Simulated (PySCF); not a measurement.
Molfile (atoms numbered from 1):
```
C2H16OSi6
     RDKit          3D

 25 25  0  0  0  0  0  0  0  0999 V2000
   -2.7580   -0.9842   -1.2275 C   0  0  0  0  0  0  0  0  0  0  0  0
   -2.4512   -0.1136   -0.0338 C   0  0  0  0  0  0  0  0  0  0  0  0
   -1.3413    0.7085   -0.3206 O   0  0  0  0  0  0  0  0  0  0  0  0
   -0.5592    1.6065    0.8683 Si  0  0  0  0  0  4  0  0  0  0  0  0
    1.1492    2.7099   -0.2919 Si  0  0  0  0  0  4  0  0  0  0  0  0
    2.7561    1.0887   -0.8556 Si  0  0  0  0  0  4  0  0  0  0  0  0
    1.6829   -0.9699   -1.2077 Si  0  0  0  0  0  4  0  0  0  0  0  0
    0.9235   -1.7574    0.8781 Si  0  0  0  0  0  4  0  0  0  0  0  0
    0.4380    0.0418    2.3180 Si  0  0  0  0  0  4  0  0  0  0  0  0
   -2.9577   -0.3615   -2.1121 H   0  0  0  0  0  0  0  0  0  0  0  0
   -3.6402   -1.6126   -1.0340 H   0  0  0  0  0  0  0  0  0  0  0  0
   -1.9052   -1.6402   -1.4567 H   0  0  0  0  0  0  0  0  0  0  0  0
   -2.2452   -0.7466    0.8541 H   0  0  0  0  0  0  0  0  0  0  0  0
   -3.3269    0.5134    0.2219 H   0  0  0  0  0  0  0  0  0  0  0  0
   -1.5248    2.5321    1.5489 H   0  0  0  0  0  0  0  0  0  0  0  0
    0.5904    3.3514   -1.5233 H   0  0  0  0  0  0  0  0  0  0  0  0
    1.7564    3.7695    0.5755 H   0  0  0  0  0  0  0  0  0  0  0  0
    3.6833    0.9303    0.3117 H   0  0  0  0  0  0  0  0  0  0  0  0
    3.5631    1.5135   -2.0427 H   0  0  0  0  0  0  0  0  0  0  0  0
    0.5481   -0.7993   -2.1635 H   0  0  0  0  0  0  0  0  0  0  0  0
    2.6497   -1.9570   -1.7877 H   0  0  0  0  0  0  0  0  0  0  0  0
    1.9792   -2.6368    1.4747 H   0  0  0  0  0  0  0  0  0  0  0  0
   -0.3122   -2.5853    0.6943 H   0  0  0  0  0  0  0  0  0  0  0  0
   -0.4195   -0.3961    3.4648 H   0  0  0  0  0  0  0  0  0  0  0  0
    1.7170    0.5992    2.8645 H   0  0  0  0  0  0  0  0  0  0  0  0
  1  2  1  0
  2  3  1  0
  3  4  1  0
  4  5  1  0
  5  6  1  0
  6  7  1  0
  7  8  1  0
  8  9  1  0
  9  4  1  0
  1 10  1  0
  1 11  1  0
  1 12  1  0
  2 13  1  0
  2 14  1  0
  4 15  1  0
  5 16  1  0
  5 17  1  0
  6 18  1  0
  6 19  1  0
  7 20  1  0
  7 21  1  0
  8 22  1  0
  8 23  1  0
  9 24  1  0
  9 25  1  0
M  END
```

Method: geometry from PBE0-D3(BJ)/def2-SVP, PBE0/pcSseg-1 with gauge-including orbitals, in PySCF (one conformer, rapidly exchanging positions averaged, isolated molecule, non-relativistic Hamiltonian).

Chemical shifts δ = σref − σ; 13C, 1H, 29Si against TMS; 17O against H2O, all at this level.

```
      atoms  nucleus  count  δ (ppm)
    H13/H14       1H      2     3.38
    H18/H22       1H      2     3.63
        H21       1H      1        ?
    H16/H24       1H      2        ?
    Si5/Si9     29Si      2   -115.2
        H20       1H      1     3.75
H10/H11/H12       1H      3     1.26
        Si7     29Si      1   -114.1
        H15       1H      1     5.71
    H17/H25       1H      2     3.43
         C2      13C      1        ?
    Si6/Si8     29Si      2   -117.7
        Si4     29Si      1     -4.9
         C1      13C      1        ?
         O3      17O      1        ?
    H19/H23       1H      2     3.65
```

Question: Fill in the missing shifts.

Answer: 
- C2: 66.2 ppm, sp3 CH2 bonded to O; pulled downfield by the heteroatom
- C1: 20.0 ppm, methyl carbon; a saturated carbon with 1 carbon neighbour and no heteroatom attached
- H16/H24: 3.75 ppm, hydrogen on a silicon bonded to 2 Si, in a 6-membered ring
- H21: 3.74 ppm, hydrogen on a silicon bonded to 2 Si, in a 6-membered ring
- O3: 29.1 ppm, oxygen bonded to C, Si

Shifts are as computed. Against solution values, carbons near 30 ppm lie about +2 ppm off and those near 130 ppm about +5 ppm. Of 1211 compounds with measured shifts, 218 miss one by over three times the rms of a fit or turn the order of signals round; such compounds aren't used in these exercises. Experimental scales use liquid or dissolved standards, which lie at an offset from isolated H2O (liquid H2O: subtract about 36 ppm).
